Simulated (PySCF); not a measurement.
# Electron correlation in Ru³⁺ (ruthenium, charge +3)

[Kr] 4d5, high-spin 6S determinant. All numbers are calculated (PySCF 2.14, the spin-free X2C one-electron Hamiltonian (Gaussian nucleus), in ANO-RCC-VTZP (7s6p4d2f1g, 68 functions)). Frozen: [Ar] 3d10; 13 electrons correlated.

| level | correlation energy (mhartree) |
| --- | --- |
| CCSD | -359.73 |
| (T) | -6.95 |
| CCSD(T) | -366.68 |

Diagnostics: T1 = 0.0018, D1 = 0.0032, largest double amplitude 0.023.

Cost of the coupled-cluster step: roughly 3 core-seconds, for 13 correlated electrons.
